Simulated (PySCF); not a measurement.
These 3 structures share the formula C7H9NS. Method used: PBE0-D3(BJ)/def2-SVP geometry optimisation, gas phase in PySCF. Energies are electronic, without zero-point or thermal terms, for one conformer each. No frequencies were run at this level. Point groups hold within 0.08 Å.

Question: Rank from lowest to highest electronic energy at this level (kcal/mol).
A. `[CH:1]#[C:2][C@H:3]([CH2:4][CH:5]=[CH2:6])[C:7]([NH2:8])=[S:9]` with C2–C3–C4–C5 59°, C3–C4–C5–C6 116°, C2–C3–C7–N8 10°, C3–C7–N8–H 180° and -3°
B. `[N:1]#[C:2][C@@H:3]1[CH2:4][CH2:5][C@H:6]1[CH2:7][CH:8]=[S:9]` with C5–C6–C7–C8 -67°, C6–C7–C8–S9 106°, C2–C3–C4–C5 -142°, C3–C4–C5–C6 20°, C4–C5–C6–C7 -141°, C2–C3–C6–C5 143°
C. `[CH:1]#[C:2][C@H:3]([C:4](=[CH2:5])[CH3:6])[C:7]([NH2:8])=[S:9]` with C2–C3–C4–C5 -30°, C2–C3–C7–N8 30°, C3–C7–N8–H 178° and -7°

Answer: B (0.0), C (15.9), A (17.9).

As drawn, the lowest has a four-membered ring and a C≡N group, which the highest lacks; the highest has a C≡C bond, an N–H bond and a C=C bond outside aromatic rings, which the lowest lacks. Neighbours under 2.5 kcal/mol apart (C#C[C@H](C(=C)C)C(N)=S and C#C[C@H](CC=C)C(N)=S) can change places with a better method, another conformer or zero-point energy.

| SMILES | E (Eh) | E rel (kcal/mol) | dipole (D) | point group | A, B, C (MHz) |
| --- | --- | --- | --- | --- | --- |
| N#C[C@@H]1CC[C@H]1CC=S | -724.16920 | 0.0 | 2.02 | C1 | 3301, 633.4, 554.8 |
| C#C[C@H](C(=C)C)C(N)=S | -724.14381 | 15.9 | 3.60 | C1 | 1642, 1216, 841.7 |
| C#C[C@H](CC=C)C(N)=S | -724.14070 | 17.9 | 4.00 | C1 | 1668, 1013, 661.2 |
